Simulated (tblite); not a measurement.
Species: C3H13B3N2Si.
SMILES with atom numbers: `[BH2:1][N:2]1[SiH2:3][CH2:4][NH:5][B:6]1[B:7]([CH3:8])[CH3:9]` (hydrogens: H10, H11 on B1; H12, H13 on Si3; H14, H15 on C4; H16 on N5; H17, H18, H19 on C8; H20, H21, H22 on C9)

Computed with GFN2-xTB (tblite), gas phase: L-BFGS steps from a force-field or distance-geometry start until the largest atomic force falls under 0.01 eV/Å.

At the end of the run (lengths in Å): N5–B6 1.391, B1–N2 1.402, Si3–C4 1.911, N2–B6 1.481, N5–H16 1.008, N2–Si3 1.749, C9–H22 1.089, B1–N2–Si3 124.6°, B1–N2–B6 124.0°, C4–N5–B6 120.0°, Si3–N2–B6 111.4°, B1–N2–Si3–C4 180°, N2–Si3–C4–N5 0°, Si3–C4–N5–B6 0°, H10–B1–N2–Si3 0°, H12–Si3–N2–B1 -64°.

Question: These geometries were met on the way; a selection of coordinates is given. Order them by energy above the end point, lowest first.
A. N5–B6 1.544, B1–N2 1.531, Si3–C4 1.834, N2–B6 1.536, N5–H16 1.051, N2–Si3 1.789, C9–H22 1.117, B1–N2–Si3 106.7°, B1–N2–B6 108.0°, C4–N5–B6 108.4°, Si3–N2–B6 100.9°, B1–N2–Si3–C4 100°, N2–Si3–C4–N5 15°, Si3–C4–N5–B6 -11°, H10–B1–N2–Si3 117°, H12–Si3–N2–B1 -145°
B. N5–B6 1.404, B1–N2 1.412, Si3–C4 1.928, N2–B6 1.478, N5–H16 1.017, N2–Si3 1.754, C9–H22 1.095, B1–N2–Si3 125.2°, B1–N2–B6 125.6°, C4–N5–B6 117.9°, Si3–N2–B6 108.5°, B1–N2–Si3–C4 141°, N2–Si3–C4–N5 27°, Si3–C4–N5–B6 -18°, H10–B1–N2–Si3 40°, H12–Si3–N2–B1 -105°
C. N5–B6 1.396, B1–N2 1.399, Si3–C4 1.912, N2–B6 1.479, N5–H16 1.010, N2–Si3 1.749, C9–H22 1.089, B1–N2–Si3 124.3°, B1–N2–B6 127.6°, C4–N5–B6 118.6°, Si3–N2–B6 108.0°, B1–N2–Si3–C4 149°, N2–Si3–C4–N5 29°, Si3–C4–N5–B6 -23°, H10–B1–N2–Si3 19°, H12–Si3–N2–B1 -101°
D. N5–B6 1.396, B1–N2 1.422, Si3–C4 1.884, N2–B6 1.492, N5–H16 0.996, N2–Si3 1.737, C9–H22 1.081, B1–N2–Si3 119.5°, B1–N2–B6 121.9°, C4–N5–B6 117.5°, Si3–N2–B6 108.0°, B1–N2–Si3–C4 124°, N2–Si3–C4–N5 17°, Si3–C4–N5–B6 -8°, H10–B1–N2–Si3 74°, H12–Si3–N2–B1 -117°
E. N5–B6 1.411, B1–N2 1.437, Si3–C4 1.902, N2–B6 1.474, N5–H16 1.006, N2–Si3 1.733, C9–H22 1.088, B1–N2–Si3 111.8°, B1–N2–B6 116.8°, C4–N5–B6 118.3°, Si3–N2–B6 108.8°, B1–N2–Si3–C4 109°, N2–Si3–C4–N5 14°, Si3–C4–N5–B6 -2°, H10–B1–N2–Si3 106°, H12–Si3–N2–B1 -138°

Answer: C (0.319 eV), B (0.541 eV), D (0.900 eV), E (1.532 eV), A (2.518 eV).

```csv
step,E above end (eV),"rms distance from the end, all atoms (Å)",largest force (eV/Å),rms shift of all bonds from the end (Å)
30,0.319,1.210,0.265,0.004
21,0.541,1.245,0.567,0.010
16,0.900,1.275,0.919,0.012
5,1.532,1.333,0.705,0.011
0,2.518,1.347,3.248,0.051
```

Rows stand in the order of the answer.
